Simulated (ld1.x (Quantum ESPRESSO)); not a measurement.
## selenium (Se): excitation energies, all-electron against TM semilocal

Se, norm-conserving Troullier–Martins (semilocal form), made with ld1.x (Quantum ESPRESSO) 7.5 (BLYP, scalar-relativistic). Core [Ar], reference 3d10 4s1.5 4p4.5. Waves: 4s (bound): rc 1.40 bohr; 3d (bound): rc 1.20 bohr; 4p (bound): rc 1.35 bohr. Local part: the p channel. Core correction: Bessel-smoothed model core, default radius (core density twice the valence density).

Energies are relative to the spin-unpolarised reference configuration 3d10 4s1.5 4p4.5; without spin polarisation the order of configurations can differ from experiment.

```json
{"valence configuration": "3d10 4s2 4p3", "charge": "+1", "ΔE all-electron (eV)": "5.263", "error AE − PS (meV)": "0.0"}
{"valence configuration": "3d10 4s2 4p2", "charge": "+2", "ΔE all-electron (eV)": "25.499", "error AE − PS (meV)": "+5.0"}
{"valence configuration": "3d10 4s1 4p5", "charge": "0", "ΔE all-electron (eV)": "5.498", "error AE − PS (meV)": "-0.3"}
{"valence configuration": "3d10 4s1 4p4", "charge": "+1", "ΔE all-electron (eV)": "16.846", "error AE − PS (meV)": "+2.9"}
{"valence configuration": "3d10 4s2 4p3.5", "charge": "+0.5", "ΔE all-electron (eV)": "-1.203", "error AE − PS (meV)": "-0.2"}
```

Question: What are ΔE and the potential's error for 3d10 4s0 4p6?

Answer: ΔE = 16.656 eV all-electron; the error (AE − PS) is +0.6 meV.

Question: What are ΔE and the potential's error for 3d10 4s2 4p4?

Answer: ΔE = -5.441 eV all-electron; the error (AE − PS) is +0.6 meV.
